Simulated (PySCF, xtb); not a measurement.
Zr(H)3(OSiH3) (H₆OSiZr), SMILES [SiH3][O][ZrH3], multiplicity 1.

xtb with GFN2-xTB at its own geometry gives an orbital gap of 3.30 eV and a dipole moment of 0.74 D.

The structure is a stationary point at B3LYP-D3(BJ)/def2-SVP. The spin state was assumed, not searched. The structure was generated by enumeration; whether it is a known compound was not checked. The def2 effective core potentials stand for the cores of Zr; spin–orbit coupling is left out.

Problem. What does PBE/def2-TZVPD (PySCF) give? (An estimate is asked for; the answer gives what the named calculation found.)

Solution. gap 3.94 eV (levels -6.82 and -2.88 eV), dipole 1.38 D.
